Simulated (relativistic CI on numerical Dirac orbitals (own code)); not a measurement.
## Slater and spin-orbit integrals, Br13+

These numbers are calculated, not measured: Dirac-Coulomb-Breit CI, orbitals from a KLI potential per configuration, model QED, unscaled Slater integrals (own radial code, finite nucleus).

Slater integrals F^k, G^k are unscaled and averaged over j, outside the closed core [Ne]; ζ comes from projecting the Hamiltonian with its Breit term on Σ l·s of the shell.

- 3s2.3p6.3d4: F^2(3d,3d) = 205840, F^4(3d,3d) = 131620, ζ(3d) = 4485.8 cm⁻¹; <r>(3d) = 0.4847, <r^2>(3d) = 0.2772 (bohr units).
- 3s2.3p5.3d5: ζ(3p) = 43522, F^2(3d,3d) = 205210, F^4(3d,3d) = 131200, F^2(3p,3d) = 191910, G^1(3p,3d) = 221510, G^3(3p,3d) = 142340, ζ(3d) = 4385.4 cm⁻¹; <r>(3p) = 0.5138, <r^2>(3p) = 0.3053, <r>(3d) = 0.486, <r^2>(3d) = 0.2788 (bohr units).
- 3s.3p6.3d5: F^2(3d,3d) = 204990, F^4(3d,3d) = 131050, G^2(3s,3d) = 169060, ζ(3d) = 4458.9 cm⁻¹; <r>(3s) = 0.5153, <r^2>(3s) = 0.3028, <r>(3d) = 0.4865, <r^2>(3d) = 0.2794 (bohr units).

Question: Give the Racah parameters of the d shell in 3s2.3p6.3d4.

Answer: B = F²/49 − 5F⁴/441 = 2709 cm⁻¹ and C = 35F⁴/441 = 10446 cm⁻¹.

Averages of the first 10 configurations, taken without configuration mixing, which lowers the lowest level and can move excited configurations by several eV; other configurations of the list can lie among them:

| Configuration | Parity | States | Average energy above the lowest level (eV) |
| --- | --- | --- | --- |
| 3s2.3p6.3d4 | even | 210 | 11.2 |
| 3s2.3p5.3d5 | odd | 1512 | 120.7 |
| 3s.3p6.3d5 | even | 504 | 195.7 |
| 3s2.3p6.3d3.4s | even | 240 | 178.4 |
| 3s2.3p6.3d3.4p | odd | 720 | 201.9 |
| 3s2.3p6.3d3.4d | even | 1200 | 237.8 |
| 3s2.3p6.3d3.4f | odd | 1680 | 269.7 |
| 3s2.3p6.3d2.4s.4p | odd | 540 | 381.2 |
| 3s2.3p5.3d4.4s | odd | 2520 | 285.3 |
| 3s2.3p6.3d3.5s | even | 240 | 291.6 |
